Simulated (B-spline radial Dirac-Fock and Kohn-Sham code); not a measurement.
# Elastic scattering of 500 eV electrons by the free thulium atom

The computed values come from a radial B-spline solver: relativistic (Dirac) partial waves in the static field of the Dirac-Fock atom with Furness-McCarthy exchange, without polarisation or absorption potentials.

| θ (°) | dσ/dΩ (a₀²/sr) | Sherman function |
| --- | --- | --- |
| 0 | 223 | 0.000 |
| 1 | 215 | 0.000 |
| 2 | 194 | 0.000 |
| 3 | 165 | 0.000 |
| 5 | 104 | 0.000 |
| 7 | 59.7 | -0.001 |
| 10 | 26.5 | -0.002 |
| 15 | 8.54 | -0.004 |
| 20 | 3.24 | -0.002 |
| 25 | 1.63 | 0.011 |
| 30 | 1.21 | 0.027 |
| 40 | 0.819 | 0.035 |
| 50 | 0.269 | 0.003 |
| 60 | 0.0567 | -0.248 |
| 70 | 0.271 | -0.005 |
| 80 | 0.438 | 0.048 |
| 90 | 0.267 | 0.098 |
| 100 | 0.0354 | 0.159 |
| 110 | 0.122 | -0.199 |
| 120 | 0.435 | -0.095 |
| 130 | 0.533 | -0.069 |
| 140 | 0.265 | -0.075 |
| 150 | 0.0199 | -0.215 |
| 160 | 0.227 | 0.011 |
| 170 | 0.762 | 0.003 |
| 180 | 1.05 | 0.000 |

Task: What integrated cross sections go with this distribution?

Result: The total elastic cross section is 14.6 a₀², the first transport cross section 3.76 a₀² and the second, weighted with (3/2) sin²θ, 4.03 a₀². The mean deflection is ⟨1 − cos θ⟩ = 0.258, and 11 % of the collisions scatter beyond 90°.

On this grid of angles the cross section has minima near 60°, 100°, 150°, from interference among the few low partial waves with large phase shifts.
